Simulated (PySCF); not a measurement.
Ge(H)3(NCO) (CH₃GeNO), SMILES C(=[N][GeH3])=O. Heavy atoms are numbered as in [GeH3:1][N:2]=[C:3]=[O:4]. Hydrogens are named by the atom that carries them.

Coordinates come from a B3LYP-D3(BJ)/def2-SVP optimisation.

Calculation: B3LYP/def2-TZVPD in PySCF.

Mulliken values depend strongly on the basis, most of all with diffuse functions as here. ESP charges are fitted to the potential on shells at 1.4 to 2.0 van der Waals radii. Atomic charges (e), one atom of each kind:

```csv
atom,Mulliken,IAO,ESP fit
Ge1 (GeH3),0.16,0.69,0.35
N2,-0.24,-0.55,-0.43
C3,0.53,0.53,0.57
O4,-0.40,-0.40,-0.40
H on Ge1,-0.01,-0.09,-0.03
```
